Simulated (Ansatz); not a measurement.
System: C3H2ClN, charge 0, singlet. C3H2ClN ((Z)-3-chloroprop-2-enenitrile, SMILES C(/C#N)=C/Cl).
B3LYP-D3(BJ)/def2-TZVP minimum from Ansatz (a first-principles code):
```xyz
7

N      1.2150     2.1728     0.1855
C      0.2546     1.5471     0.0667
C     -0.9496     0.8116    -0.0810
C     -1.0215    -0.5191    -0.1226
Cl     0.3309    -1.5647    -0.0044
H     -1.8657     1.3830    -0.1645
H     -1.9655    -1.0313    -0.2367
```

Atomisation energy term by term, kcal/mol (programs: Ansatz). Radicals and triplets start from unrestricted determinants; spin-orbit coupling is neglected. Correlated methods leave the cores frozen. Rows without X2C or -DK are non-relativistic. CBS(X,Y): correlation extrapolated as X^-3, Hartree-Fock from the larger set. A bracket is a step between two methods taken in the basis named. 'core' is core correlation in cc-pwCVTZ (1s frozen past Ne), 'X2C' scalar relativity in cc-pVTZ-DK, both at CCSD(T). For partners of very few electrons the exact lower level stands in for a higher one. The restricted determinant of C3H2ClN (N#C/C=C\Cl, singlet) is unstable towards broken spin symmetry in at least one set run.

```tsv
term	basis	kcal/mol
Hartree-Fock	cc-pV(Q+d)Z	502.74
CCSD correlation	CBS(cc-pV(T+d)Z,cc-pV(Q+d)Z)	213.06
(T)	CBS(cc-pV(T+d)Z,cc-pV(Q+d)Z)	21.22
CCSDT(Q) - CCSD(T)	cc-pV(D+d)Z	1.18
core correlation	cc-pwCVTZ	4.20
scalar relativity	X2C, cc-pVTZ-DK	-0.76
sum: De		741.6
```
